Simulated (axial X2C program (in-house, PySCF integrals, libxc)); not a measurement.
**Bond lengths and stretching modes, held linear, of TeOH**

Computed with an axial X2C code built on PySCF integrals: two-component X2C with atomic mean-field Coulomb and Gaunt terms, Gaussian nuclei, basis Te dyall-v3z, O dyall-av3z, H dyall-v3z with contracted cores. Spin-free rows use the one-electron spin-free X2C Hamiltonian.

Masses Te 129.906, O 15.995, H 1.008 u. States: 2c Ω = 3/2 (beyond evenly filled blocks: ω = 3/2); spin-free M_S = 1/2, Λ = 1 (beyond evenly filled blocks: π+α, π+β, π-α).

MP2, spin-free: energies above the lowest point

```
r(Te–O) (Å)  r(O–H) (Å)  E (meV)
     1.8661      0.9262    32.72
     1.8661      0.9500    16.22
     1.8661      0.9737    31.76
     1.9140      0.9262    17.98
     1.9140      0.9500     0.00
     1.9140      0.9737    14.07
     1.9140      0.9975    55.46
     1.9618      0.9262    62.65
     1.9618      0.9500    43.25
     1.9618      0.9737    55.95
     2.0097      0.9500   133.21
     2.0097      0.9975   183.33
```

Fit a quadratic surface with cubic terms in each bond: where is the minimum, and what are the two stretching wavenumbers?

At MP2, spin-free: bonds 1.902 and 0.951 Å; harmonic stretches 702.8 and 4041.1 cm⁻¹; force constants 4.4, 9.08 and coupling -0.20 mdyn/Å.

The other levels and Hamiltonians give:

| Hamiltonian | level | r(Te–O) (Å) | r(O–H) (Å) | lower stretch (cm⁻¹) | upper stretch (cm⁻¹) |
| --- | --- | --- | --- | --- | --- |
| 2c | PBE0 | 1.912 | 0.949 | 680.1 | 4047.3 |
| 2c | HF | 1.897 | 0.933 | 700.2 | 4262.4 |
| 2c | PBE | 1.940 | 0.959 | 636.0 | 3904.0 |
| 2c | MP2 | 1.909 | 0.951 | 694.6 | 4033.9 |
| spin-free | PBE0 | 1.904 | 0.948 | 697.9 | 4059.0 |
| spin-free | HF | 1.887 | 0.932 | 726.0 | 4272.6 |
| spin-free | PBE | 1.930 | 0.958 | 657.1 | 3923.0 |

Each state is one determinant, the lowest of a limited PBE0 search; the stretches come from a fit to these few points and carry an uncertainty of a few per cent. Other orders of the atoms were not compared. MP2 freezes inner shells (threshold -2 hartree). The molecule was held linear; bending was not examined, so a bent shape may lie lower. Note: functional without a current term on a determinant with orbital currents, of the molecule or an atom.
